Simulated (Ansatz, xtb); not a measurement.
# Relative energy of two isomers of C4H4BrClO2

We compare X, `COC(=O)/C(Cl)=C/Br`, a singlet, with Y, `O=C(O)/C=C/[C@H](Cl)Br`, a singlet. Both are isolated molecules in the gas phase, relaxed with PBE0-D3(BJ)/def2-SVP; each stands in its lowest conformer found.

**Question.** Which of the two would you expect CCSD(T)/def2-SVP + ΔMP2/def2-TZVPP electronic energies to favour?

**Answer.** Structure Y; the calculation gives E(Y) − E(X) = −0.493 eV.

How the difference moves with the method:

| level | geometry | E(Y) − E(X) (eV) | departure from the last row (eV) | job, with rough time for the two |
| --- | --- | --- | --- | --- |
| GFN2-xTB | GFN2-xTB | +0.097 | +0.590 | optimisation, 0.15 s |
| HF/STO-3G | GFN2-xTB | +0.165 | +0.657 | single point, 0.72 s |
| r2SCAN-D4/def2-SVP | GFN2-xTB | −0.362 | +0.131 | single point, 4.9 s |
| PBE0-D3(BJ)/def2-SVP | PBE0-D3(BJ)/def2-SVP | −0.402 | +0.091 | optimisation, 42 s |
| HF/def2-SVP | PBE0-D3(BJ)/def2-SVP | −0.504 | −0.011 | part of the CCSD(T) run |
| MP2/def2-SVP | PBE0-D3(BJ)/def2-SVP | −0.472 | +0.021 | part of the CCSD(T) run |
| CCSD(T)/def2-SVP | PBE0-D3(BJ)/def2-SVP | −0.449 | +0.044 | single point |
| CCSD(T)/def2-SVP + ΔMP2/def2-TZVPP | PBE0-D3(BJ)/def2-SVP | −0.493 |  | single point, 2.6 min |

As drawn, Y has 1 C–C, 1 O–H in place of 1 C–O, 1 C–H.

GFN2-xTB, HF/STO-3G put the two in the other order. The largest departure from CCSD(T)/def2-SVP + ΔMP2/def2-TZVPP is that of HF/STO-3G, 0.657 eV. The last row adds to CCSD(T) the change of the MP2 difference between the two basis sets, here −0.044 eV.

With thermal terms from frequencies at re-optimised GFN2-xTB minima (ideal gas, soft modes damped towards free rotors, one conformer each, 298.15 K, 1 atm): on the last row, ΔE + ΔZPE = −0.486, ΔH = −0.495, ΔG = −0.479 eV.

The correlated steps freeze 20 core orbitals; the filled d shell of Br is correlated, in a basis made for valence electrons. Mirror images aren't counted in ΔG. Programs: Ansatz 0.2.0, xtb 6.7.1; the last row on 4 threads of Arm Neoverse V1 on a shared host.
